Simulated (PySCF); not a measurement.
**A series of derivatives of O=C([O-])c1cccs1**

Parent skeleton `[O:1]=[C:2]([O-:3])[c:4]1[cH:5][cH:6][cH:7][s:8]1`; one hydrogen on atom 7 is replaced by X. Hydrogens on one atom are averaged.

Single conformer, gas phase, relativity neglected, averaged over atoms made equivalent by symmetry, fast rotation or ring inversion. Geometry: GFN2-xTB; shieldings: GIAO PBE0/pcSseg-1; PySCF 2.14.0 with density-fitted response routines.

δ = σ(ref) − σ, references computed at the same level: 17O against H2O; 13C, 1H against TMS; CS2 for 33S.

Parent (X = H): O1 324.9, C2 162.4, O3 324.9, C4 175.8, C5 124.9, C6 127.1, C7 127.2, S8 228.0, H(C5) 7.03 ppm. Effects are Δδ = δ(X) − δ(H), positive for deshielding.

**Question.** Give Δδ (ppm) for X = allyl, F, OCH3, OH.

**Answer.** 
```
    X                  SMILES    O1    C2    O3     C4     C5     C6     C7     S8  H(C5)
allyl  C=CCc1ccc(C(=O)[O-])s1  -6.9  +0.3  +9.4   +0.1   +0.2   +1.7  +15.0  +14.3  -0.16
    F     O=C([O-])c1ccc(F)s1  +1.7  +0.3  +1.7  -10.9  -11.1  -18.5  +50.7  -37.0  -0.75
 OCH3    COc1ccc(C(=O)[O-])s1  -4.4  -0.2  -4.4  -14.3   -4.1  -27.3  +45.0  -34.9  -0.43
   OH     O=C([O-])c1ccc(O)s1  +2.4  +1.2  +2.4  -14.4   -8.2  -23.2  +41.6  -31.7  -0.82
```

**Question.** Which position responds most, and to which substituents?

**Answer.** S8: from -37.0 ppm with F to +14.3 ppm with allyl.

Unscaled 17O shifts of doubly bonded oxygen tend to come out too high, by tens of ppm or more. Experimental scales use liquid or dissolved standards, which lie at an offset from isolated H2O (liquid H2O: subtract about 36 ppm).
